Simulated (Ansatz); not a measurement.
Geometry optimisation, Ansatz, RKS PBE-D4/def2-SVP.

Input:

```yaml
crystal:
  periodic: [false, false, false]
  atoms:
    - { symbol: Si, position_ang: [-0.280072, -0.43794, -0.559039] }
    - { symbol: S, position_ang: [1.638765, 1.781961, 1.270958] }
    - { symbol: O, position_ang: [-1.056614, -1.386635, -1.684624] }
    - { symbol: O, position_ang: [-1.268402, -0.06218, 0.753504] }
    - { symbol: O, position_ang: [1.040062, -1.242876, 0.045718] }
    - { symbol: H, position_ang: [1.167519, 1.810183, -0.00904] }
    - { symbol: H, position_ang: [0.083934, 0.793073, -1.238195] }
    - { symbol: H, position_ang: [0.387389, 1.444137, 1.699344] }
    - { symbol: H, position_ang: [-1.142978, -2.323734, -1.434038] }
    - { symbol: H, position_ang: [-2.143135, 0.294285, 0.515732] }
    - { symbol: H, position_ang: [1.573533, -0.670274, 0.639781] }
basis:
  gaussian: { orbitals: def2-SVP }
hamiltonian:
  xc: pbe
  dispersion: d4
relax:
  f_tol: 0.03
  max_steps: 50
```

Run as:

```bash
$ ansatz run input.yaml --threads 2 --pin off --max-ram 3072MiB --backend cpu --events-out ev --progress --plain --runs-dir out
```

Problem. Where does it end, and by what steps?

Solution. The forces met the threshold. After 15 steps the energy has fallen by 0.200 eV; H6 moved furthest, 1.32 Å.

| step | energy less start (eV) | largest force component (eV/Å) | accepted |
| --- | --- | --- | --- |
| 0 | 0.0000 | 0.816 | yes |
| 1 | -0.0681 | 0.212 | yes |
| 2 | -0.0906 | 0.674 | yes |
| 3 | -0.1159 | 0.438 | yes |
| 4 | -0.1244 | 0.326 | yes |
| 5 | -0.1526 | 0.420 | yes |
| 6 | -0.1674 | 0.285 | yes |
| 7 | -0.1777 | 0.247 | yes |
| 8 | -0.1838 | 0.241 | yes |
| 9 | -0.1899 | 0.245 | yes |
| 10 | -0.1945 | 0.165 | yes |
| 11 | -0.1974 | 0.132 | yes |
| 12 | -0.1994 | 0.086 | yes |
| 13 | -0.2000 | 0.048 | yes |
| 14 | -0.2003 | 0.035 | yes |
| 15 | -0.2004 | 0.015 | yes |

```xyz
11
Properties=species:S:1:pos:R:3
Si -0.416 -0.485 -0.918
S 1.610 1.305 1.959
O -1.222 -1.889 -1.311
O -1.096 0.320 0.414
O 1.136 -0.840 -0.470
H 1.730 2.330 1.071
H -0.562 0.373 -2.132
H 0.293 1.109 1.617
H -1.007 -2.642 -0.732
H -1.983 0.693 0.260
H 1.518 -0.273 0.243
```

Whether the end is a true minimum wasn't checked by a vibrational analysis.

Run time: 48 s on 2 threads of Intel(R) Xeon(R) Platinum 8259CL CPU @ 2.50GHz (Skylake/Cascade Lake) (shared host), peak memory 0.17 GiB.
